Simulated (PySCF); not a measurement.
Computed structure and properties of Ce(SH)4

System: Ce(SH)4 (singlet); start: template (S4). Method: PySCF 2.14.0, RKS PBE, Ce lcecp-2-SVP with ECP46, S def2-SVP, H def2-SVP; non-relativistic Hamiltonian with scalar-relativistic core potentials where named; density fitting; no spin-orbit coupling.

Input of the relaxation:

```python
mol = gto.M(atom='''
Ce     0.00000    -0.00000     0.00000
S      1.53990     1.53990     1.53990
H      2.64960     0.81120     1.73040
S     -1.53990    -1.53990     1.53990
H     -2.64960    -0.81120     1.73040
S      1.53990    -1.53990    -1.53990
H      0.81120    -2.64960    -1.73040
S     -1.53990     1.53990    -1.53990
H     -0.81120     2.64960    -1.73040''',
    basis={'Ce': 'lcecp-2-SVP', 'S': 'def2-SVP', 'H': 'def2-SVP'},
    ecp={'Ce': 'lcecp-2-SVP'},
    charge=0, spin=0)
mf = dft.RKS(mol, xc='PBE')
mf.grids.atom_grid = (50, 194)  # f atoms: unpruned, at least (60, 302)
mf = mf.density_fit()  # fitting sets: Ce AutoAux, S def2-universal-JKFIT, H def2-universal-JKFIT
mf.conv_tol = 1e-08; mf.max_cycle = 55
mf.kernel(dm0)  # dm0: converged density of the start geometry
# quasi-Newton relaxation in Cartesian coordinates to a largest gradient under 0.00045 Eh/bohr, steps kept in the point group
```

Run from Python with OMP_NUM_THREADS=2; the lines above give its settings. Where DIIS fails, smearing, a level shift and second-order steps follow.
It took 13 min on 2 threads of Intel(R) Xeon(R) Processor @ 2.50GHz (Skylake/Cascade Lake) (shared host), from the converged density of the start.

Course of the relaxation:

| step | energy above end (eV) | largest force component within the symmetry (eV/Å) |
| --- | --- | --- |
| 0 | 0.3857 | 0.858 |
| 1 | 0.2917 | 0.235 |
| 2 | 0.2498 | 0.203 |
| 3 | 0.2320 | 0.215 |
| 4 | 0.2032 | 0.240 |
| 5 | 0.1747 | 0.225 |
| 6 | 0.1599 | 0.097 |
| 7 | 0.1539 | 0.132 |
| 17 | 0.0044 | 0.087 |
| 18 | 0.0033 | 0.158 |
| 19 | 0.0008 | 0.025 |
| 20 | 0.0005 | 0.030 |
| 21 | 0.0001 | 0.029 |
| 22 | 0.0000 | 0.006 |
(The steps between are left out.)

Relaxed geometry (S4):

```xyz
9

Ce    0.0000    0.0000    0.0000
S     1.6394    1.3395    1.5207
H     2.7366    1.0129    0.7731
S    -1.6394   -1.3395    1.5207
H    -2.7366   -1.0129    0.7731
S     1.3395   -1.6394   -1.5208
H     1.0131   -2.7367   -0.7730
S    -1.3395    1.6394   -1.5208
H    -1.0131    2.7367   -0.7730
```

| contact | Å |
| --- | --- |
| Ce1–S2 (SH) | 2.607 |
| Ce1–S4 (SH) | 2.607 |
| Ce1–S6 (SH) | 2.607 |
| Ce1–S8 (SH) | 2.607 |

On the finer grid (75, 302):

- HOMO: not given (4f levels lie in the core)
- LUMO: not given (4f levels lie in the core)
- Dipole about the centre of mass: 0.00 D
- Set of Mulliken populations of Ce1 outside the core potential: s 2.35, p 6.35, d 2.48, f 0.07
- D3(BJ) dispersion energy (not in the energies): -0.303 eV

```csv
atom,Mulliken (e),Löwdin (e),spin (e)
Ce1,0.74,-0.20,0.00
S2,-0.32,0.02,0.00
H3,0.14,0.03,0.00
S4,-0.32,0.02,0.00
H5,0.14,0.03,0.00
S6,-0.32,0.02,0.00
H7,0.14,0.03,0.00
S8,-0.32,0.02,0.00
H9,0.14,0.03,0.00
```

The large-core potential holds the 4f shell empty.

No frequency check is given for this geometry.

Taking off one SH (charge -1, singlet; the rest: singlet) in vacuum, both parts rigid, costs 9.41 eV; the small basis without counterpoise inflates it. Most of it is the attraction of opposite charges; other ways to part are cheaper, and one spin state was tried for the rest.

Rigid scan of SH along the line from its metal:

distance to S2 (Å), energy (eV) and a bar:
```
     2.31      0.676 #######
     2.41      0.264 ###
     2.51      0.058 #
     2.61      0.000 
     2.71      0.045 
     2.81      0.162 ##
     3.01      0.520 ######
     3.31      1.169 ############
     3.71      1.994 #####################
     4.21      2.808 ##############################
```

One start shape was tried, so this needn't be the lowest isomer.
